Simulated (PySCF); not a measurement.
Spectra and structures to be paired. The calculation used TDDFT wB97X-D/def2-SVPD, vertical, gas phase, core orbitals frozen in the response in PySCF 2.14.0, density-fitted response routines. Geometries: GFN2-xTB; one conformer of each isolated species. Triplets are in the Tamm–Dancoff approximation.

A. `C=N[Si@H]([SiH3])OC(=O)[SiH3]`
B. `C[C@@H](C#N)[C@@]1(F)S[C@@H]1F`
C. `ClC(Cl)C1=C[SiH2][C@H]1Cl`
D. `CCO/C(=C/Cl)O[SiH3]`
E. `[SiH3]O[C@]1(CCl)CCO1`

Lowest singlet levels (six at most, fewer where fewer were computed) with oscillator strengths:

1. 7.38 eV (f 0.005); 7.67 eV (f 0.005); 7.74 eV (f 0.008); 8.02 eV (f 0.008); 8.21 eV (f 0.012); 8.40 eV (f 0.020); T1 6.99 eV
2. 5.96 eV (f 0.002); 6.06 eV (f 0.004); 6.72 eV (f 0.005); 6.78 eV (f 0.450); 7.05 eV (f 0.004); 7.54 eV (f 0.004); T1 4.48 eV
3. 4.01 eV (f 0.000); 5.08 eV (f 0.003); 6.24 eV (f 0.085); 6.45 eV (f 0.150); 6.72 eV (f 0.004); 6.76 eV (f 0.006); T1 3.47 eV
4. 5.26 eV (f 0.000); 7.10 eV (f 0.005); 7.18 eV (f 0.030); 7.34 eV (f 0.058); 7.60 eV (f 0.071); 7.80 eV (f 0.013); T1 4.85 eV
5. 5.71 eV (f 0.003); 6.15 eV (f 0.031); 6.38 eV (f 0.100); 6.65 eV (f 0.018); 6.68 eV (f 0.023); 6.81 eV (f 0.114); T1 4.23 eV

Task: Which spectrum belongs to which structure?

Result: 1 = E, 2 = D, 3 = A, 4 = B, 5 = C.
- A: S1 at 4.01 eV, HOMO→LUMO (94%); Löwdin shares by element: HOMO nitrogen 56%, carbon 16% or more, silicon 9% or more, hydrogen 6% or more; LUMO carbon 39% or more, nitrogen 30%, silicon 8% or more, hydrogen 6% or more (atoms not listed hold the other 17%); HOMO -9.26 and LUMO 0.49 eV.
- B: S1 at 5.26 eV, HOMO→LUMO (94%); Löwdin shares by element: HOMO sulfur 72%, carbon 15% or more; LUMO sulfur 51%, carbon 29% or more (atoms not listed hold the other 20%); HOMO -9.93 and LUMO 0.74 eV.
- C: S1 at 5.71 eV, HOMO→LUMO (89%); Löwdin shares by element: HOMO chlorine 44% or more, carbon 26% or more, silicon 12% (atoms not listed hold the other 18%); LUMO carbon 60% or more, chlorine 19% or more (atoms not listed hold the other 21%); HOMO -9.86 and LUMO 0.29 eV.
- D: S1 at 5.96 eV, HOMO→LUMO+4 (64%), HOMO→LUMO+13 (8%); Löwdin shares by element: HOMO carbon 50% or more, chlorine 25%, oxygen 11% or more; LUMO silicon 34%, hydrogen 31% or more (atoms not listed hold the other 36%); HOMO -8.08 and LUMO 1.91 eV; point group Cs.
- E: S1 at 7.38 eV, HOMO→LUMO (76%), HOMO-1→LUMO (8%); Löwdin shares by element: HOMO oxygen 41%, chlorine 11%, carbon 10% or more (atoms not listed hold the other 38%); LUMO silicon 27%, chlorine 16%, oxygen 10% or more, hydrogen 8% or more (atoms not listed hold the other 39%); HOMO -9.85 and LUMO 1.91 eV.
